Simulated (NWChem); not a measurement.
Species: CH$_{5}$NOSi$_{2}$; SMILES [SiH3]C1=N[SiH2]O1

```xyz
10

Si     0.0187     2.1380    -0.0017
C      0.1182     0.2268     0.0468
N      1.0840    -0.5212     0.5036
Si     0.0125    -1.8673    -0.0014
O     -0.9766    -0.4800    -0.4698
H     -1.1854     2.5722     0.7842
H      1.2731     2.7035     0.5902
H     -0.1392     2.5704    -1.4314
H      0.4390    -2.7061    -1.1675
H     -0.6178    -2.7043     1.0697
```
Atoms are numbered in this order, from 1.

All runs: NWChem. Geometry: optimised at PBE-D3(BJ)/def2-SVP. Level: B3LYP/def2-SVP with SMD (1 M gas to 1 M solution), gas-phase geometry. Reactions with the solvent are ignored.

For solvent ethyl acetate:

```
Item                                         Result
-------------------------------------------  ------
solvation free energy (kcal/mol)               -3.0
cavity-dispersion-structure term (kcal/mol)     0.4
```

Question: Estimate the same quantities for solvent water.

Answer: The solvation free energy (kcal/mol) is -2.0. The cavity-dispersion-structure term (kcal/mol) is 3.2.
